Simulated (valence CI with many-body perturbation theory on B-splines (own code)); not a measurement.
## Au65+: magnetic and hyperfine properties of the levels

Calculated by configuration interaction combined with many-body perturbation theory (CI+MBPT): four valence electrons over a frozen Dirac-Fock core [Ne], a basis of 11 s, 11 p, 9 d, 7 f, 5 g, 2 h, 1 i functions for each j, with the one-electron correlation potential Σ1, the two-electron term Σ2, the three-electron term Σ3, Breit, model QED; selected CI, second order for the rest (own B-spline code, finite nucleus).

The last digits are not significant, and no measured levels were compared; by estimate large intervals hold to a few tenths of a per cent, small ones and those within an open d or f shell to about a per cent.

A/g_I is the dipole constant over the nuclear g factor μ/I (μ in nuclear magnetons, uniformly magnetised nucleus), B/Q the quadrupole constant per barn. Both hold the static response of the core; the bare values leave it out. Large factors of s and p1/2 electrons are usually good to 5 to 10 %; those of open d and f shells near neutrality can be off by tens of per cent, and small factors of p3/2, d and f electrons come from cancelling terms and can be off by a factor of two or in sign, in half-filled shells by more. B is blank for J = 1/2, where it vanishes, and for nearly pure S terms. Energies count from the lowest level. Levels with J = 0 are left out.

Levels are named by their leading jj configuration (3d3/2^4 stands for four electrons in 3d with j = 3/2), which in mixed levels can hold well under half, so a name can repeat and another be missing. Letters in brackets count levels of one name in rising energy.

```
                         Level  E (Ry)      g  A/g_I (MHz)  A/g_I bare  B/Q (MHz/b)  B/Q bare
        (3s^2 3p1/2 3p3/2) J=1   35.25  1.487      -323000     -313000       276000    272000
        (3s^2 3p1/2 3p3/2) J=2   35.99  1.157       865000      853000       519000    512000
        (3s 3p1/2^2 3p3/2) J=2   49.08  1.511      2110000     2080000       520000    514000
        (3s 3p1/2^2 3p3/2) J=1   51.22  1.048     -1410000    -1380000       274000    271000
        (3s^2 3p1/2 3d3/2) J=2   52.83  0.751       778000      770000       112000    114000
        (3s^2 3p1/2 3d3/2) J=1   56.44  0.883      -706000     -686000        92900     93300
        (3s^2 3p1/2 3d5/2) J=2   62.51  1.280      -324000     -313000        82900     84900
        (3s^2 3p1/2 3d5/2) J=3   62.62  1.100       490000      485000        89000     91800
        (3s 3p1/2^2 3d3/2) J=1   67.00  0.448     -1770000    -1730000        47200     48500
        (3s 3p1/2^2 3d3/2) J=2   67.60  1.117      2030000     2000000        91100     93500
            (3s^2 3p3/2^2) J=2   71.82  1.311       277000      276000        32600     32200
        (3s 3p1/2^2 3d5/2) J=3   76.29  1.337      1350000     1330000        87100     89900
        (3s 3p1/2^2 3d5/2) J=2   77.41  1.028     -1210000    -1180000        67800     70300
    (3s 3p1/2 3p3/2^2) J=2 [a]   83.56  1.527      1340000     1320000        94500     93300
        (3s 3p1/2 3p3/2^2) J=3   85.07  1.309      1850000     1820000        23400     23200
    (3s 3p1/2 3p3/2^2) J=2 [b]   87.10  1.084       212000      213000       -23400    -22900
    (3s 3p1/2 3p3/2^2) J=1 [a]   87.17  1.266      1460000     1430000      -375000   -371000
    (3s 3p1/2 3p3/2^2) J=1 [b]   88.09  1.333      1370000     1350000       298000    295000
        (3s^2 3p3/2 3d3/2) J=3   91.05  1.075       260000      261000       608000    604000
        (3s^2 3p3/2 3d3/2) J=2   91.52  1.056        17000       22500       -38100    -37600
        (3s^2 3p3/2 3d3/2) J=1   91.53  1.115       332000      331000      -271000   -269000
        (3s^2 3p3/2 3d5/2) J=4   97.23  1.235       138000      140000       671000    667000
        (3s^2 3p3/2 3d5/2) J=2   98.05  1.220        93800       96800      -356000   -350000
        (3s^2 3p3/2 3d5/2) J=3   99.79  1.202       155000      156000       -22100    -19300
(3s 3p1/2 3p3/2 3d3/2) J=2 [a]   99.96  1.152       530000      526000       -14700    -14400
        (3s^2 3p3/2 3d5/2) J=1  100.63  1.071       -40100      -34600        90000     90100
(3s 3p1/2 3p3/2 3d3/2) J=1 [a]  100.68  1.121       760000      751000      -251000   -250000
(3s 3p1/2 3p3/2 3d3/2) J=3 [a]  101.13  1.123      1200000     1180000       183000    182000
         (3p1/2^2 3p3/2^2) J=2  101.64  1.197       709000      701000       -48600    -48600
    (3s 3p1/2 3p3/2 3d3/2) J=4  102.51  1.148      1450000     1420000       537000    534000
(3s 3p1/2 3p3/2 3d3/2) J=2 [b]  103.61  0.909       901000      888000      -185000   -182000
(3s 3p1/2 3p3/2 3d3/2) J=3 [b]  104.17  1.242      1230000     1220000       473000    468000
(3s 3p1/2 3p3/2 3d3/2) J=1 [b]  104.52  1.665      3030000     2970000       186000    185000
(3s 3p1/2 3p3/2 3d3/2) J=2 [c]  104.75  1.354      1290000     1270000       179000    175000
```

(1) Take the isotope of mass number 197, with I = 3/2, μ = 0.1452 μN and Q = 0.547 b. What is the hyperfine structure of (3s^2 3p1/2 3d5/2) J=2?

Answers

(1) From the table A = -31400 MHz, B = 45300 MHz. Shifts from the centre of gravity in MHz: F = 1/2: 181000, F = 3/2: 94200, F = 5/2: -12600, F = 7/2: -82900.
